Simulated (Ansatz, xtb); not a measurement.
# Two structures of CH6SnZn

Structure X is `[CH3][Zn][SnH3]`, a singlet and structure Y is a singlet given by its coordinates. Both are isolated molecules in the gas phase, relaxed with PBE0-D3(BJ)/def2-SVP.

X (Å):

```yaml
atoms:
  - { symbol: C, position_ang: [0.2273, -1.0019, -1.5341] }
  - { symbol: Sn, position_ang: [0.8341, 2.6468, 1.0869] }
  - { symbol: Zn, position_ang: [0.4905, 0.5703, -0.4026] }
  - { symbol: H, position_ang: [-0.4666, -0.7842, -2.3623] }
  - { symbol: H, position_ang: [-0.1923, -1.8423, -0.9575] }
  - { symbol: H, position_ang: [1.1793, -1.3399, -1.9747] }
  - { symbol: H, position_ang: [1.7122, 2.3110, 2.5295] }
  - { symbol: H, position_ang: [1.7044, 3.9077, 0.3009] }
  - { symbol: H, position_ang: [-0.6451, 3.3611, 1.6038] }
```

Y (Å):

```xyz
9

C     3.2792    0.9006    0.5808
Sn   -1.2086    0.4253    1.3919
Zn    1.3688    0.6986    0.9259
H     3.6491    1.8622    0.9695
H     3.4893    0.8670   -0.4996
H     3.8532    0.0948    1.0643
H     0.0610   -0.6748    0.5590
H    -0.2133    1.6852    0.4232
H     0.2731    0.6626    2.5163
```

Close contacts (Å): C1–Zn3 1.95, Sn2–Zn3 2.63, C1–H4 1.10, C1–H5 1.10, C1–H6 1.10, Sn2–H7 1.88, Sn2–H8 1.88, Sn2–H9 1.88, Zn3–H7 1.93, Zn3–H8 1.93, Zn3–H9 1.93.

Task: Estimate which is lower in electronic energy at CCSD(T)/def2-TZVP, and by roughly how much.

Result: The CCSD(T)/def2-TZVP calculation puts structure X lower, by 12.5 kJ/mol.

How the difference moves with the method:

```csv
level,geometry,E(Y) − E(X) (kJ/mol),departure from the last row (kJ/mol),"job, with rough time for the two"
PBE0-D3(BJ)/def2-SVP,PBE0-D3(BJ)/def2-SVP,0.0,−12.5,"optimisation, 1.8 min"
HF/def2-TZVP,PBE0-D3(BJ)/def2-SVP,+42.8,+30.3,part of the CCSD(T) run
MP2/def2-TZVP,PBE0-D3(BJ)/def2-SVP,+13.7,+1.2,part of the CCSD(T) run
CCSD(T)/def2-TZVP,PBE0-D3(BJ)/def2-SVP,+12.5,,"single point, 3.6 min"
```

PBE0-D3(BJ)/def2-SVP finds them nearly level. The largest departure from CCSD(T)/def2-TZVP is that of HF/def2-TZVP, 30.3 kJ/mol. A small imaginary or near-zero mode remains, so no thermal terms are given. Levels run at GFN2-xTB geometries aren't shown.

The correlated steps freeze 10 core orbitals; the filled d shell of Sn is correlated; the last core shell of Zn is correlated, in a basis made for valence electrons. Atoms past krypton carry core potentials in the def2 sets and no spin–orbit term is included. Run with Ansatz 0.2.0; the last row on 2 threads of Intel(R) Xeon(R) Platinum 8259CL CPU @ 2.50GHz (Skylake/Cascade Lake) on a shared host.
